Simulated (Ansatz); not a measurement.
`C=C1O[SiH2]C1N`, relaxed with RKS PBE-D4/def2-SVP in Ansatz from a rough embedded geometry. The force threshold is 0.03 eV/Å; the program also tests the step.

The species carries charge 0 and has multiplicity 1.

Start:

```xyz
13

C    -0.686    0.866   -1.730
C    -0.603    0.242   -0.513
O    -1.481    0.226    0.404
Si   -0.807   -0.823    1.486
C     0.528   -0.622    0.106
N     1.733    0.206    0.375
H    -1.525    1.402   -2.009
H     0.175    0.726   -2.373
H    -0.442   -0.142    2.801
H    -1.440   -2.108    1.525
H     0.782   -1.527   -0.396
H     2.206    0.470   -0.476
H     1.560    1.084    0.798
```

By how much does the energy fall, and how many steps does the optimiser take? (Best estimate.)

Computed: 0.99 eV, in 13 steps, 2 of them rejected.

Which bonds change most? (Best estimate.)

The calculation gave: C2–O3 from 1.270 to 1.393 Å; O3–Si4 from 1.650 to 1.739 Å; Si4–H10 from 1.433 to 1.502 Å; C1–H7 from 1.034 to 1.099 Å.

Give the relaxed structure. (Estimate.)

The calculation gave: 
```xyz
13

C    -0.645    1.003   -1.620
C    -0.640    0.137   -0.593
O    -1.755   -0.242    0.151
Si   -0.785   -0.812    1.477
C     0.543   -0.557    0.115
N     1.811    0.101    0.309
H    -1.573    1.486   -1.958
H     0.298    1.229   -2.138
H    -0.765    0.156    2.629
H    -1.199   -2.175    1.955
H     0.713   -1.550   -0.361
H     2.336    0.149   -0.574
H     1.663    1.074    0.608
```
